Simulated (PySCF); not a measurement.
**[TaO2(OH)2]− at several levels of theory**

Computed with PySCF 2.14.0 (density fitting, no spin-orbit coupling) at the geometry relaxed with PBE0:

```xyz
7
[TaO2(OH)2]− (singlet)
Ta   -0.0536   -0.0368    0.2354
O     1.2330    0.0455   -0.9859
O     0.0768    1.3325    1.3579
O    -1.8340    0.0593   -0.6411
H    -2.4547    0.7116   -0.3076
O     0.1524   -1.7462    1.2264
H     0.8314   -2.3497    0.9152
```

```tsv
level	basis	state	HOMO (eV)	gap (eV)	charge on Ta1 (e)	dipole about the centre of mass (D)	largest force component (eV/Å)
PBE0	Ta def2-SVP with ECP60, O def2-SVP, H def2-SVP	singlet	-2.02	6.33	0.74	3.07	0.02
r2SCAN	the same	singlet	-0.78	4.94	0.71	3.01	0.40
CAM-B3LYP	the same	singlet	-3.41	8.40	0.69	3.13	0.10
B3LYP	the same	singlet	-1.72	5.71	0.67	3.05	0.43
PBE0	Ta def2-TZVP with ECP60, O def2-TZVP, H def2-TZVP	singlet	-2.21	6.29	1.28	3.09	0.16
PBE0	Ta x2c-SVPall, O x2c-SVPall, H x2c-SVPall	singlet	-2.23	6.29	0.70	3.01	0.73
```

Charges are Mulliken's, which hang on the basis. The relaxation used the grid (50, 194), these runs (75, 302) or, all-electron (x2c bases, spin-free X2C Hamiltonian), (99, 590).

**Question.** What does PBE with Ta def2-SVP with ECP60, O def2-SVP, H def2-SVP give here?

**Answer.** state singlet, HOMO (eV) -0.41, gap (eV) 4.02, charge on Ta1 (e) 0.47, dipole about the centre of mass (D) 2.92, largest force component (eV/Å) 0.73. Time: 5.6 s on 2 threads of Arm Neoverse V1 (shared host), from an already converged density.

In the first row's basis the gap widens with exact exchange: 4.0 to 4.9 eV for PBE, r2SCAN (none); 5.7 to 6.3 eV for B3LYP, PBE0 (a fixed share); 8.4 eV for CAM-B3LYP (rising or full at long range).
